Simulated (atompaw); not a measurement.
# phosphorus (P): one change to a PAW (atompaw) potential, before and after

```
Element                 : P (Z = 15)
Generator               : atompaw 4.2.0.5
Type                    : PAW
Functional              : PBEsol
Relativity              : non-relativistic
Frozen core             : [Ne]
Valence charge          : 5
Reference configuration : 3s2 3p3
Partial waves           : 3s (bound): rc 1.80 bohr; 3s channel at -0.2 Ry: rc 2.25 bohr; 3p (bound): rc 2.25 bohr; 3p channel at 0.35 Ry: rc 2.25 bohr; 3d channel at 0.2 Ry: rc 2.25 bohr; 3d channel at 2.65 Ry: rc 1.80 bohr
Local potential         : ultrasoft scheme with l = 3 at 1 Ry, radius 1.95 bohr
Core correction         : smooth core density matched at 1.60 bohr
Augmentation charge     : sinc compensation charge, radius 1.90 bohr; PAW radius 2.25 bohr; waves and projectors: custom rrkj vanderbiltortho
```

All-electron outer shells of the reference configuration (PBEsol, non-relativistic, ld1.x):

```json
{"shell": "2p", "level (eV)": "-124.35", "outermost node (bohr)": "–", "outermost maximum (bohr)": "0.36"}
{"shell": "3s", "level (eV)": "-13.84", "outermost node (bohr)": "0.66", "outermost maximum (bohr)": "1.58"}
{"shell": "3p", "level (eV)": "-5.49", "outermost node (bohr)": "0.64", "outermost maximum (bohr)": "1.83"}
```

Change: wave 3p (bound): rc 2.25 bohr becomes 3p (bound): rc 2.04 bohr.

Cutoffs: the cutoffs (Ry, on a coarse ladder) from which the occupation-weighted sum of valence levels, in a spherical-Bessel basis at the reference potential, stays within 10 and 1 mRy of its value at 400 Ry; they do not see the model core or the augmentation charge, which bear on the density cutoff.

Q: What does the change do?

A: The potential gets harder (12 Ry and 15 Ry → 15 Ry and 18 Ry); neither file shows a bound ghost.

```csv
quantity,base,changed
"cutoff, loose",12 Ry,15 Ry
"cutoff, tight",15 Ry,18 Ry
bound ghosts,none,none
s: phases at 2.27 bohr within 0.05 rad from the reference energy up to (Ry; the scan ends near 5),2.6,2.6
p: phases at 2.27 bohr within 0.05 rad from the reference energy up to (Ry; the scan ends near 5),4.1,4.0
d: phases at 2.27 bohr within 0.05 rad from the reference energy up to (Ry; the scan ends near 5),to the end of the scan,to the end of the scan
lowest overlap eigenvalue by channel,"s 0.23, p 0.90, d 0.96","s 0.23, p 0.88, d 0.96"
```

 The cutoffs see the waves, projectors and local potential, not the compensation charge or the core.
